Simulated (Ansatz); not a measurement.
Species: CAuO, charge 0, doublet. CAuO (parent SMILES [Au]<-[C-]#[O+], doublet).
B3LYP-D3(BJ)/def2-TZVP minimum from Ansatz (a first-principles code):
```xyz
3

Au    -0.2354    -0.2309    -0.2070
O      1.7288     1.3581     1.4415
C      0.7949     1.2293     0.8037
```
Charge 0, spin multiplicity 2.

Atomisation energy term by term, kcal/mol (programs: Ansatz). Open shells are spin-unrestricted; no spin-orbit coupling. Correlated methods leave the cores frozen (noble-gas shells, and filled d and f shells in the p block). Past Kr the def2 sets carry scalar-relativistic core potentials. CBS(X,Y): correlation extrapolated as X^-3, Hartree-Fock from the larger set. A bracket is a step between two methods taken in the basis named. The spin of CAuO (parent SMILES [O+]#[C-]->[Au], doublet) was assumed, and the state is the lowest solution found for it.

| term | basis | kcal/mol |
|---|---|---|
| Hartree-Fock | def2-QZVPP | 161.45 |
| CCSD correlation | CBS(def2-TZVPP,def2-QZVPP) | 93.73 |
| (T) | CBS(def2-TZVPP,def2-QZVPP) | 12.16 |
| CCSDT(Q) - CCSD(T) | def2-SVP | 0.77 |
| sum: De |  | 268.1 |
